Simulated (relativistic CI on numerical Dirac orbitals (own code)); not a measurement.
**Ions with 45 electrons, Rh to Nd15+**

Computed by Dirac-Coulomb-Breit CI, separate exchange-only KLI orbitals for each configuration, QED by a radiative potential, valence Slater integrals scaled by 0.9, P86 correlation energy added to each configuration (own radial code, finite nucleus).

Configuration list (outside the closed core [Ar] 3d10): 4s2 4p6 4d9, 4s2 4p6 4d8 5s, 4s2 4p5 4d10, 4s2 4p6 4d8 4f, 4s 4p6 4d10, 4s2 4p6 4d8 5p, 4s2 4p5 4d9 4f. Levels of other configurations are missing.

Energies above each ion's lowest level, in eV. Levels are followed by their leading LS label, which can pass from one level to another where the coupling changes.

```tsv
Ion	4s2 4p6 4d9 2D_5/2	4s2 4p6 4d9 2D_3/2	4s2 4p6 4d8 5s 4F_9/2	4s2 4p6 4d8 5s 4F_7/2	4s2 4p6 4d8 5s 4F_5/2
Rh	0.80226	1.0616	0	0.19111	0.34252
Pd+	0	0.41296	3.0255	3.2763	3.4873
Ag2+	0	0.5468	8.0677	8.3826	8.6593
Cd3+	0	0.69957	14.019	14.4	14.756
In4+	0	0.87359	20.799	21.248	21.696
Sn5+	0	1.0674	28.28	28.795	29.353
Sb6+	0	1.2816	36.368	36.948	37.631
Te7+	0	1.5181	45.038	45.679	46.501
I8+	0	1.7793	54.281	54.98	55.95
Xe9+	0	2.0669	64.093	64.846	65.959
Cs10+	0	2.383	74.465	75.269	76.509
Ba11+	0	2.7292	85.391	86.243	87.584
La12+	?	?	?	?	?
Ce13+	0	3.5198	108.87	112.55	112.59
Pr14+	0	3.9679	121.41		
Nd15+	0	4.4538
```

Question: Fill in the row of La12+.

Answer: 4s2 4p6 4d9 2D_5/2 0, 4s2 4p6 4d9 2D_3/2 3.1075, 4s2 4p6 4d8 5s 4F_9/2 96.861, 4s2 4p6 4d8 5s 4F_7/2 97.758, 4s2 4p6 4d8 5s 4F_5/2 100.2 (eV).

In the calculation the lowest level changes from 4s2 4p6 4d8 5s 4F_9/2 to 4s2 4p6 4d9 2D_5/2 at Pd+.

The members near neutrality are the least accurate: they can be off by several eV, miss lower levels of configurations outside the list, or start from a wrong lowest level.
